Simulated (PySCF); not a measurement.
Species: C6H8GeO2.
Bonds: C1–C2, C2–O3 (double), C2–Ge4, Ge4–C5, C5–C6 (aromatic), C6–C7 (aromatic), C7–C8 (aromatic), C8–O9 (aromatic), C5–O9 (aromatic). Hydrogens: H10, H11, H12 on C1; H13, H14 on Ge4; H15 on C6; H16 on C7; H17 on C8.

Theory: PBE0-D3(BJ)/def2-SVP geometry optimisation, gas phase in PySCF 2.14.0.

Q: Give the optimised bond lengths and angles.

A: 
| bond | length (bohr) |
| --- | --- |
| C1–C2 | 2.843 |
| C2=O3 | 2.280 |
| C2–Ge4 | 3.809 |
| Ge4–C5 | 3.638 |
| C5–C6 | 2.589 |
| C6–C7 | 2.699 |
| C7–C8 | 2.577 |
| C8–O9 | 2.542 |
| C5–O9 | 2.573 |
| C1–H10, C1–H11, C1–H12 | 2.081 |
| Ge4–H13, Ge4–H14 | 2.914 |
| C6–H15 | 2.056 |
| C7–H16 | 2.056 |
| C8–H17 | 2.055 |

Bonds in one row agree within 0.02 bohr and their mean is given. A selection of angles:
| angle | degrees |
| --- | --- |
| C1–C2–O3 | 122.4 |
| C1–C2–Ge4 | 117.2 |
| O3–C2–Ge4 | 120.4 |
| C2–Ge4–C5 | 107.3 |
| Ge4–C5–C6 | 132.0 |
| Ge4–C5–O9 | 118.6 |
| C6–C5–O9 | 109.4 |
| C5–C6–C7 | 106.4 |
| C6–C7–C8 | 105.8 |
| C7–C8–O9 | 110.6 |
| C5–O9–C8 | 107.8 |

Dihedral angles: C1–C2–Ge4–C5 178° (antiperiplanar); C2–Ge4–C5–C6 -1° (synperiplanar). The mirror-image conformer, all signs reversed, is as good.

The C–Ge distances run from 1.925 Å (Ge4–C5, drawn single) to 2.016 Å (C2–Ge4, drawn single), a spread of 0.091 Å. Ge4 (germanium bonded to 2 C and 2 H) is tetrahedral (angles from 107.3° to 111.5°). The C–C distances run from 1.364 Å (C7–C8, aromatic) to 1.505 Å (C1–C2, drawn single), a spread of 0.141 Å. The 5-membered ring C5–C6–C7–C8–O9 has internal angles of 105.8° to 110.6°; it is planar, 0.00 Å rms from its mean plane, widest ring torsion 0°. Of the pairs four or more bonds apart, O3···H15 is among the closest relative to their van der Waals radii: 2.50 Å, 92 % of the sum of Bondi's values. The C–O distances run from 1.206 Å (C2=O3, drawn double) to 1.361 Å (C5–O9, aromatic), a spread of 0.155 Å.

Point group: near Cs, missed by 0.13 Å at most; the miss may be what the optimiser left on a soft mode. Not checked by PBE0-D3(BJ)/def2-SVP frequencies. One conformer, not necessarily the lowest.
